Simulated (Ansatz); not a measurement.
Relaxation of BClF₃H (6 atoms, charge 0, multiplicity 1), to a largest force component of 0.03 eV/Å in at most 50 steps.

Level of theory: RKS PBE-D4/def2-SVP in Ansatz 0.2.0.

```xyz
6
Properties=species:S:1:pos:R:3
B -0.007 0.277 0.075
Cl -0.020 0.624 1.871
F 1.144 0.259 -0.564
F -1.151 0.205 -0.571
F 0.057 -2.179 0.623
H 0.097 -1.917 1.516
```

Q: Where does it end, and by what steps?

A: The run converged. After 6 steps the energy has fallen by 0.055 eV; F5 moved furthest, 0.20 Å.

```csv
step,energy less start (eV),largest force component (eV/Å),accepted
0,0.0000,0.956,yes
1,-0.0409,0.353,yes
2,-0.0476,0.425,yes
3,-0.0399,0.422,no
4,-0.0545,0.042,yes
5,-0.0550,0.033,yes
6,-0.0551,0.019,yes
```

```xyz
6
Properties=species:S:1:pos:R:3
B 0.000 0.148 0.122
Cl -0.008 0.542 1.875
F 1.148 0.198 -0.535
F -1.152 0.127 -0.530
F 0.069 -1.988 0.552
H 0.064 -1.757 1.469
```

Time of the run: 13 s on 1 thread of Arm Neoverse V2 (shared host), peak memory 0.14 GiB.
